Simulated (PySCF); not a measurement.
boric acid (BH3O3), SMILES B(O)(O)O. Coordinates come from a PBE0-D3(BJ)/def2-SVP optimisation. The values are those of a single conformer.

Computed equilibrium geometry at PBE0-D3(BJ)/def2-SVP (PySCF confirms it by a frequency run) as Cartesian coordinates in Å, and its point group (one conformer of several):
point group Cs.
```xyz
7

O     -0.6153    -1.2379     0.0000
B     -0.0330    -0.0107     0.0000
O      1.3396     0.0596     0.0000
O     -0.8693     1.0684     0.0000
H      0.0484    -1.9332     0.0000
H      1.7062     0.9462     0.0000
H     -0.4297     1.9203     0.0000
```
Charge 0, spin multiplicity 1.
